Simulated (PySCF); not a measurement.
**Single point on SeH**

State: ²Π (doublet), unpaired electrons π ↑.

An equivalent input (the run itself took its basis sets from the Basis Set Exchange, started from a PBE0 density and held the occupation σ 5α 5β, πx 3α 2β, πy 3α 3β, δx 1α 1β, δy 1α 1β):

```python
from pyscf import gto, scf
mol = gto.M(atom='H 0 0 0; Se 0 0 1.472', basis={'H': 'cc-pVTZ', 'Se': 'cc-pVTZ-PP'}, ecp={'Se': 'cc-pVTZ-PP'},
            charge=0, spin=1, verbose=4, symmetry='C2v')
mf = scf.UHF(mol)
mf.irrep_nelec = {'A1': (6, 6), 'A2': (1, 1), 'B1': (3, 2), 'B2': (3, 3)}
mf.conv_tol = 1e-9
mf.max_cycle = 60
mf.diis_space = 10
mf.kernel()
```

The log (some set-up lines and the per-cycle HOMO/LUMO lines removed):

```
******** <class 'pyscf.scf.uhf_symm.SymAdaptedUHF'> ********
method = SymAdaptedUHF
damping factor = 0
level_shift factor = 0
DIIS = <class 'pyscf.scf.diis.CDIIS'>
diis_start_cycle = 1
diis_space = 10
diis_damp = 0
SCF conv_tol = 1e-09
SCF conv_tol_grad = None
SCF max_cycles = 60
number electrons alpha = 13  beta = 12
Set gradient conv threshold to 3.16228e-05
init E= -372.436292124633
cycle= 1 E= -372.44315501881  delta_E= -0.00686  |g|= 0.0309  |ddm|= 0.219
cycle= 2 E= -372.44352014956  delta_E= -0.000365  |g|= 0.0113  |ddm|= 0.0618
cycle= 3 E= -372.443568091962  delta_E= -4.79e-05  |g|= 0.00327  |ddm|= 0.0126
cycle= 4 E= -372.44358082567  delta_E= -1.27e-05  |g|= 0.000729  |ddm|= 0.00978
cycle= 5 E= -372.443581720522  delta_E= -8.95e-07  |g|= 0.000207  |ddm|= 0.00235
cycle= 6 E= -372.443581808132  delta_E= -8.76e-08  |g|= 7.1e-05  |ddm|= 0.000698
cycle= 7 E= -372.443581819803  delta_E= -1.17e-08  |g|= 3.34e-05  |ddm|= 0.000241
cycle= 8 E= -372.443581823077  delta_E= -3.27e-09  |g|= 1.64e-05  |ddm|= 0.00016
cycle= 9 E= -372.443581824017  delta_E= -9.4e-10  |g|= 7.81e-06  |ddm|= 0.0001
Extra cycle  E= -372.44358182413  delta_E= -1.13e-10  |g|= 5.67e-06  |ddm|= 2.07e-05
converged SCF energy = -372.44358182413  <S^2> = 0.76064511  2S+1 = 2.0106169
```

Repeating this along the bond gives Re = 1.455 Å and ωe = 2548 cm⁻¹.

A point of this curve took 0.16 CPU seconds beside 0.39 for the integrals (shared host).

Spin–orbit coupling is left out. The state was picked by a PBE0 search and need not be the measured ground state.
